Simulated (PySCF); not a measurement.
# Induced dipoles and field energies

Compound: C6H7F3.
Cartesian coordinates in Å at the GFN2-xTB level; atoms count from 1:
```xyz
16
C6H7F3 angstrom
C     -2.1980    0.6437    0.6235
C     -1.3347   -0.4850    0.1131
C     -0.6201   -0.3607   -1.2194
C      0.1179   -0.3161    0.0432
C      1.2641   -0.1739    0.6645
C      2.5543    0.0144   -0.0683
F      2.4143    0.0364   -1.4003
F      3.1657    1.1671    0.2700
F      3.4408   -0.9629    0.2067
H     -1.7956    1.6032    0.3083
H     -3.2107    0.5456    0.2378
H     -2.2404    0.6280    1.7108
H     -1.6966   -1.4709    0.3834
H     -0.5142   -1.2330   -1.8477
H     -0.7187    0.5602   -1.7766
H      1.3643   -0.1870    1.7396
```

Level: wB97X-D/def2-SVPD (PySCF); nuclei fixed, core orbitals frozen in the response. Permanent dipole (-3.442, -0.354, 0.573) D (1 au = 2.5417 D). Static polarisability (au):

```
x   92.91  0.16  4.16
y    0.16 59.37  1.75
z    4.16  1.75 68.61
```

Only the terms in μ and α are kept: μ(F) = μ + αF and ΔE = −μ·F − ½ F·αF.

Apply 0.003 au along ±x, ±y and ±z in turn. Tabulate induced and total dipoles and both energy terms.

```
field along  induced x (D)  induced y (D)  induced z (D)  total size (D)  −μ·F (kJ/mol)  −½F·αF (kJ/mol)
         +x          0.708          0.001          0.032           2.822        +10.666           -1.098
         −x         -0.708         -0.001         -0.032           4.201        -10.666           -1.098
         +y          0.001          0.453          0.013           3.492         +1.097           -0.701
         −y         -0.001         -0.453         -0.013           3.580         -1.097           -0.701
         +z          0.032          0.013          0.523           3.598         -1.776           -0.811
         −z         -0.032         -0.013         -0.523           3.493         +1.776           -0.811
```

For the field (0.0030, -0.0030, -0.0024) au, what is the induced dipole, and what angle does it make with the field?

αF = (0.682, -0.462, -0.400) D, at 10.3° to the field. The polarisability along this direction, F·αF/F², is 72.73 au, against a mean of 73.63 au.

Which field along μ doubles the dipole in that direction (linear response)?

The polarisability along the dipole is 90.56 au, so F = 1.3799 au / 90.56 au = 0.0152 au = 0.78 V/Å; higher-order terms are ignored.

What field makes μF equal to kT at 200 K?

kT = 0.6334 × 10⁻³ Eh, so F = 0.000459 au = 2.36 MV/cm.

Induction energy −ᾱe²/2R⁴ of a unit charge at 12 Å, the molecule taken as a point?

R = 22.68 bohr, so the energy is −73.6/(2 × 22.68⁴) Eh = -0.366 kJ/mol. The charge–dipole term at its most favourable orientation, −μe/R², is -7.05 kJ/mol.

Isolated species at its GFN2-xTB geometry, gas phase.

Note: wB97X-D ran without an empirical dispersion term, which enters the total energy and its gradient alone.
